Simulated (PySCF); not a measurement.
**Adding and removing an electron: InN**

PBE; PySCF, scalar-relativistic core potentials, basis sets In def2-SVPD with ECP28, N def2-SVPD. Neutral (UKS): triplet (π ↑↑), Re = 2.261 Å, ωe = 427 cm⁻¹, De = 2.23 eV, HOMO -4.46 eV, LUMO -3.74 eV.

InN⁻ (UKS): doublet (π ↑), Re = 2.072 Å, ωe = 563 cm⁻¹, De = 3.44 eV to In⁻ + N. The energies at the minima are -244.66176 hartree for InN and -244.71150 for InN⁻.

(1) Work out the adiabatic electron affinity, without and with harmonic zero-point energies (1 hartree = 27.2114 eV, 1 eV = 8065.5 cm⁻¹), and the change of the bond length.

Spin–orbit coupling is left out, which matters for elements this heavy, above all for dissociation energies. For an ion De counts to the pair picked by the measured ionisation energies or electron affinities, which need not be the lowest pair at this level. The highest Kohn–Sham level is positive in this anion. Much of that is self-interaction error, but it also means that the finite basis helps to hold the extra electron. States were picked by a PBE0 search and need not be the measured ground states.

## Answers

(1) At PBE: 0.04974 hartree = 1.353 eV between the minima; the zero-point term (427.0 − 563.0)/2 cm⁻¹ = -0.008 eV makes it 1.345 eV. Re changes by -18.9 pm against the neutral. The electron enters a π orbital; the charge polarises the partner, so the anion is bound more strongly.
